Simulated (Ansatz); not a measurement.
Input file for Ansatz (an electronic-structure program): R-PBE/def2-TZVPPD on HI (SMILES I) with ghost functions. Elements past Kr take the def2 small-core potentials; no spin–orbit coupling. Files ending in .json are basis or fitting sets from the Basis Set Exchange.

Ansatz 0.2 input:
```yaml
crystal:
  periodic: [false, false, false]
  atoms:
    - {symbol: I, position_ang: [-0.21468470, -0.51522738, 4.10732811]}
    - {symbol: H, position_ang: [0.54370381, 0.85982159, 3.72948095]}
basis:
  gaussian:
    orbitals: def2-TZVPPD.json
    ghost_atoms:
      - {symbol: Ge, position_ang: [0.07552908, 0.15567178, -0.01274647]}
      - {symbol: H, position_ang: [1.46085800, 0.06768971, 0.64440635]}
      - {symbol: H, position_ang: [-0.64646337, -1.19085611, 0.12507569]}
      - {symbol: H, position_ang: [0.23999343, 0.50411443, -1.50079458]}
      - {symbol: H, position_ang: [-0.74507799, 1.25432418, 0.67872790]}
hamiltonian:
  xc: {name: PBE}
scf: {lower_state_search: off}
```

The head of its log:

```
Functional definition: PBE
[...]
these checks for a lower state are left out or cut short: stability, starts, cluster_reference, orbital_swaps, neighbouring_geometries, increment
integrals: 0.11 GiB planned
1049 factors; their error is unknown
mean field: 0.73 GiB planned
mean field evaluation 1: about -8116.7640 eV, gradient 7.5e0 eV
mean field evaluation 2: about -8116.6914 eV, gradient 1.1e1 eV
```

Task: Give the final energy of this run.

Result: -298.2919 hartree.
